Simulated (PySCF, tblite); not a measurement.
Compound: 3-cyclohexen-1-ol, C₆H₁₀O.
SMILES with atom numbers: `[OH:1][C@H:2]1[CH2:3][CH:4]=[CH:5][CH2:6][CH2:7]1` (hydrogens: H8 on O1; H9 on C2; H10, H11 on C3; H12 on C4; H13 on C5; H14, H15 on C6; H16, H17 on C7)

The geometry is computed with GFN2-xTB (gas phase).

(1) What internal coordinates does the optimisation give?

## Answers

(1) 
```json
{"bond": "O1–C2", "length (Å)": "1.411", "order": "single"}
{"bond": "C2–C3", "length (Å)": "1.532", "order": "single"}
{"bond": "C3–C4", "length (Å)": "1.498", "order": "single"}
{"bond": "C4=C5", "length (Å)": "1.322", "order": "double"}
{"bond": "C5–C6", "length (Å)": "1.498", "order": "single"}
{"bond": "C6–C7", "length (Å)": "1.526", "order": "single"}
{"bond": "C2–C7", "length (Å)": "1.531", "order": "single"}
{"bond": "O1–H8", "length (Å)": "0.964", "order": "single"}
{"bond": "C2–H9", "length (Å)": "1.095", "order": "single"}
{"bond": "C3–H10", "length (Å)": "1.093", "order": "single"}
{"bond": "C3–H11", "length (Å)": "1.097", "order": "single"}
{"bond": "C4–H12", "length (Å)": "1.081", "order": "single"}
{"bond": "C5–H13", "length (Å)": "1.081", "order": "single"}
{"bond": "C6–H14", "length (Å)": "1.093", "order": "single"}
{"bond": "C6–H15", "length (Å)": "1.095", "order": "single"}
{"bond": "C7–H16", "length (Å)": "1.094", "order": "single"}
{"bond": "C7–H17", "length (Å)": "1.091", "order": "single"}
```

Orders are formal, as drawn. A selection of angles:
```json
{"angle": "C2–O1–H8", "degrees": "108.5"}
{"angle": "O1–C2–C3", "degrees": "111.9"}
{"angle": "O1–C2–C7", "degrees": "112.3"}
{"angle": "O1–C2–H9", "degrees": "104.6"}
{"angle": "C3–C2–C7", "degrees": "109.3"}
{"angle": "C3–C2–H9", "degrees": "109.5"}
{"angle": "C7–C2–H9", "degrees": "109.2"}
{"angle": "C2–C3–C4", "degrees": "111.8"}
{"angle": "C2–C3–H10", "degrees": "109.8"}
{"angle": "C2–C3–H11", "degrees": "109.2"}
{"angle": "C4–C3–H10", "degrees": "109.9"}
{"angle": "C4–C3–H11", "degrees": "109.2"}
{"angle": "H10–C3–H11", "degrees": "106.8"}
{"angle": "C3–C4–C5", "degrees": "123.8"}
{"angle": "C3–C4–H12", "degrees": "115.7"}
{"angle": "C5–C4–H12", "degrees": "120.5"}
{"angle": "C4–C5–C6", "degrees": "123.3"}
{"angle": "C4–C5–H13", "degrees": "120.5"}
{"angle": "C6–C5–H13", "degrees": "116.2"}
{"angle": "C5–C6–C7", "degrees": "111.1"}
{"angle": "C5–C6–H14", "degrees": "109.7"}
{"angle": "C5–C6–H15", "degrees": "108.9"}
{"angle": "C7–C6–H14", "degrees": "110.1"}
{"angle": "C7–C6–H15", "degrees": "109.8"}
{"angle": "H14–C6–H15", "degrees": "107.1"}
{"angle": "C6–C7–H16", "degrees": "109.5"}
{"angle": "C6–C7–H17", "degrees": "110.6"}
{"angle": "C2–C7–C6", "degrees": "109.8"}
{"angle": "C2–C7–H16", "degrees": "109.0"}
{"angle": "C2–C7–H17", "degrees": "109.6"}
{"angle": "H16–C7–H17", "degrees": "108.3"}
```

Torsions: O1–C2–C3–C4 171° (antiperiplanar); C2–C3–C4–C5 -14° (synperiplanar); C3–C4–C5–C6 0° (synperiplanar); C4–C5–C6–C7 -17° (synperiplanar); C5–C6–C7–C2 49° (synclinal); O1–C2–C7–C6 171° (antiperiplanar); H8–O1–C2–C3 -63° (synclinal).

The C–C distances run from 1.322 Å (C4=C5, drawn double) to 1.532 Å (C2–C3, drawn single), a spread of 0.210 Å. The 6-membered ring C2–C3–C4–C5–C6–C7 has internal angles of 109.3° to 123.8°; it is puckered, 0.21 Å rms from its mean plane, widest ring torsion 64°. Of the pairs four or more bonds apart, H8···H11 is among the closest relative to their van der Waals radii: 2.40 Å, 100 % of the sum of Bondi's values.

Point group: C1 (no symmetry element, even within 0.4 Å). Its GFN2-xTB frequencies are all real (lowest 122 cm⁻¹). One conformer, not necessarily the lowest (H–O1–C2–C3 -63°, O1–C2–C3–C4 171°, C2–C3–C4–C5 -14°, C4–C5–C6–C7 -17°, C5–C6–C7–C2 49°).
